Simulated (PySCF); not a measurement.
Br2GaH. Atoms are numbered in the order given.

```xyz
4

Ga     0.0000     0.0000     0.8110
H      0.0000     0.0000     2.3615
Br     0.0000     1.9329    -0.3929
Br     0.0000    -1.9329    -0.3929
```

Geometry optimised at PBE0-D3(BJ)/def2-SVP.

Computed with PBE0/pcSseg-1 (PySCF).

GIAO shieldings, no solvent; atoms alike by connectivity are averaged. δ = σ(ref) − σ: ¹H against TMS (σ = 31.56 ppm), references at their B3LYP-D3(BJ)/def2-TZVP geometries, non-relativistic (without spin–orbit terms, shifts of atoms bonded to Cl or Br come out too high).

| nucleus | atoms | count | δ (ppm) |
|---|---|---|---|
| ¹H | H2 | 1 | 6.78 |
